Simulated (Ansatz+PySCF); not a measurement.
Two shapes of singlet TiCl₄.

Shape 1:

```xyz
5

Ti    0.0000    0.0000    0.0000
Cl    1.2441    1.2441    1.2441
Cl    1.2441   -1.2441   -1.2441
Cl   -1.2441    1.2441   -1.2441
Cl   -1.2441   -1.2441    1.2441
```

Shape 2:

```xyz
5

Ti    0.0000    0.0000    0.0000
Cl    1.3436    1.3436    1.3436
Cl    1.3436   -1.3436   -1.3436
Cl   -1.3436    1.3436   -1.3436
Cl   -1.3436   -1.3436    1.3436
```

Basis set: def2-SVP (spherical functions). Correlated methods keep 25 orbitals frozen. Charge 0, multiplicity 1.

Computed with Ansatz (development build ahead of 0.2.0); each method stands on the lowest determinant of its kind that the runs found.

Which shape is lower in energy, and by how much in each method?

```
 method  E(2) − E(1) (eV)
    RHF             0.863
    UHF             0.863
RHF-MP2             0.776
UHF-MP2             0.775
```

Shape 1 is lower. Caution: other spin multiplicities were not run.
